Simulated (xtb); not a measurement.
xtb input (GFN2-xTB):

```bash
xtb mol.xyz --gfn 2 --ohess tight --chrg -1 --uhf 0
```
mol.xyz:
```
4

Br     1.94439438    -0.40466627    -0.29020467
Ge     0.02141867     0.84027444     0.68021652
Br    -1.92813224    -0.45083398    -0.35419964
H     -0.03608682     1.94215775    -0.47890256
```

Output:

```
           -------------------------------------------------
          |                Calculation Setup                |
           -------------------------------------------------

           -------------------------------------------------
          |                 G F N 2 - x T B                 |
           -------------------------------------------------

        Reference                      10.1021/acs.jctc.8b01176
      * Hamiltonian:
        H0-scaling (s, p, d)           1.850000    2.230000    2.230000
        zeta-weighting                 0.500000
      * Dispersion:
        s8                             2.700000
        a1                             0.520000
        a2                             5.000000
        s9                             5.000000
      * Repulsion:
        kExp                           1.500000    1.000000
        rExp                           1.000000
      * Coulomb:
        alpha                          2.000000
        third order                    shell-resolved
        anisotropic                    true
        a3                             3.000000
        a5                             4.000000
        cn-shift                       1.200000
        cn-exp                         4.000000
        max-rad                        5.000000

          ...................................................
          :                      SETUP                      :
          :.................................................:
          :  # basis functions                  31          :
          :  # atomic orbitals                  28          :
          :  # shells                           10          :
          :  # electrons                        20          :
          :  max. iterations                   250          :
          :  Hamiltonian                  GFN2-xTB          :
          :  restarted?                      false          :
          :  GBSA solvation                  false          :
          :  PC potential                    false          :
          :  electronic temp.          300.0000000     K    :
          :  accuracy                    1.0000000          :
          :  -> integral cutoff          0.2500000E+02      :
          :  -> integral neglect         0.1000000E-07      :
          :  -> SCF convergence          0.1000000E-05 Eh   :
          :  -> wf. convergence          0.1000000E-03 e    :
          :  Broyden damping             0.4000000          :
          :  net charge                         -1          :
          :  unpaired electrons                  0          :
          ...................................................

 iter      E             dE          RMSdq      gap      omega  full diag
   1    -10.8263577 -0.108264E+02  0.878E+00    3.75       0.0  T
   2    -10.8318768 -0.551911E-02  0.175E+01    5.45       1.0  T
   3    -10.9306406 -0.987639E-01  0.125E+01    5.25       1.0  T
   4    -10.9870817 -0.564410E-01  0.262E+00    4.73       1.0  T
   5    -10.9911009 -0.401923E-02  0.156E+00    4.87       1.0  T
   6    -10.9915071 -0.406193E-03  0.124E+00    4.88       1.0  T
[...]
     3  35 Br   0.930 --     2 Ge   0.910
     4   1 H    0.873 --     2 Ge   0.856
 ---------------------------------------------------------------------------

Topologies differ in total number of bonds
Writing topology from bond orders to xtbtopo.mol

molecular dipole:
                 x           y           z       tot (Debye)
 q only:       -0.025      -0.188       1.351
   full:       -0.046       0.993       1.836       5.308
molecular quadrupole (traceless):
                xx          xy          yy          xz          yz          zz
 q only:       -9.964      -0.175       1.341      -0.224       2.307       8.623
  q+dip:      -21.925      -0.368       6.526      -0.407       0.140      15.399
   full:      -21.251      -0.368       6.871      -0.396       0.698      14.379

           -------------------------------------------------
          |                Geometry Summary                 |
           -------------------------------------------------

      molecular mass/u    :      233.4425465
   center of mass at/Å    :        0.0062805      -0.0364184       0.0099942
  moments of inertia/u·Å² :        0.1263817E+03   0.5966411E+03   0.7167037E+03
rotational constants/cm⁻¹ :        0.1333866E+00   0.2825422E-01   0.2352106E-01

           -------------------------------------------------
          |               Frequency Printout                |
           -------------------------------------------------
 projected vibrational frequencies (cm⁻¹)
eigval :       -0.00    -0.00    -0.00     0.00     0.00     0.00
eigval :       66.52   192.55   218.28   476.60   547.80   822.07
 reduced masses (amu)
   1: 70.75   2: 79.03   3: 78.63   4: 77.50   5: 78.17   6: 78.57   7: 78.43   8: 75.01
   9: 75.44  10:  3.05  11:  2.64  12:  3.12
 IR intensities (km·mol⁻¹)
   1:  6.72   2:  1.72   3:  5.28   4:  3.73   5:  3.29   6:  2.48   7:  1.44   8: 18.58
   9: 24.36  10:273.57  11:257.47  12:******
 Raman intensities (Ä⁴*amu⁻¹)
   1:  0.00   2:  0.00   3:  0.00   4:  0.00   5:  0.00   6:  0.00   7:  0.00   8:  0.00
   9:  0.00  10:  0.00  11:  0.00  12:  0.00
 output can be read by thermo (or use thermo option).
 writing <g98.out> molden fake output.
 recommended (thermochemical) frequency scaling factor: 1.0
           -------------------------------------------------
          |             Thermodynamic Functions             |
           -------------------------------------------------

cs  symmetry found (for desy threshold:  0.10E+00) used in thermo

          ...................................................
          :                      SETUP                      :
          :.................................................:
          :  # frequencies                           6      :
          :  # imaginary freq.                       0      :
          :  linear?                             false      :
          :  only rotor calc.                    false      :
          :  symmetry                               cs      :
          :  rotational number                       1      :
          :  scaling factor                  1.0000000      :
          :  rotor cutoff                   50.0000000 cm⁻¹ :
          :  imag. cutoff                  -20.0000000 cm⁻¹ :
          :.................................................:
Note: The following floating-point exceptions are signalling: IEEE_DENORMAL
normal termination of xtb

    mode    ω/cm⁻¹     T·S(HO)/kcal·mol⁻¹    T·S(FR)/kcal·mol⁻¹   T·S(vib)
   ------------------------------------------------------------------------
       1     66.52    -1.26823 ( 75.81%)    -0.97181 ( 24.19%)    -1.19652
       2    192.55    -0.65685 ( 99.55%)    -0.65706 (  0.45%)    -0.65685
       3    218.28    -0.58834 ( 99.73%)    -0.61991 (  0.27%)    -0.58842
   ------------------------------------------------------------------------

   temp. (K)  partition function   enthalpy   heat capacity  entropy
                                   cal/mol     cal/K/mol   cal/K/mol   J/K/mol
 298.15  VIB   11.3                 1513.088      8.453      9.648
         ROT  0.562E+06              888.752      2.981     29.289
         INT  0.633E+07             2401.840     11.434     38.938
         TR   0.345E+28             1481.254      4.968     42.226
         TOT                        3883.0944    16.4020    81.1634   339.5877

       T/K    H(0)-H(T)+PV         H(T)/Eh          T*S/Eh         G(T)/Eh
   ------------------------------------------------------------------------
    298.15    0.618810E-02    0.114822E-01    0.385634E-01   -0.270812E-01
   ------------------------------------------------------------------------

         :::::::::::::::::::::::::::::::::::::::::::::::::::::
         ::                  THERMODYNAMIC                  ::
         :::::::::::::::::::::::::::::::::::::::::::::::::::::
         :: total free energy         -11.018903625741 Eh   ::
         ::.................................................::
         :: total energy              -10.991822470947 Eh   ::
         :: zero point energy           0.005294092451 Eh   ::
         :: G(RRHO) w/o ZPVE           -0.032375247245 Eh   ::
         :: G(RRHO) contrib.           -0.027081154794 Eh   ::
         :::::::::::::::::::::::::::::::::::::::::::::::::::::

optimized geometry written to: xtbopt.xyz

           -------------------------------------------------
          | TOTAL ENERGY              -10.991822470947 Eh   |
          | TOTAL ENTHALPY            -10.980340273737 Eh   |
          | TOTAL FREE ENERGY         -11.018903625741 Eh   |
          | GRADIENT NORM               0.000078957015 Eh/α |
          | HOMO-LUMO GAP               5.008357851064 eV   |
           -------------------------------------------------

------------------------------------------------------------------------
------------------------------------------------------------------------
 total:
 SCF:
 ANC optimizer:
 analytical hessian:
```

It need not be the lowest isomer of its formula. Whether it binds its extra electron was not tested at this geometry.
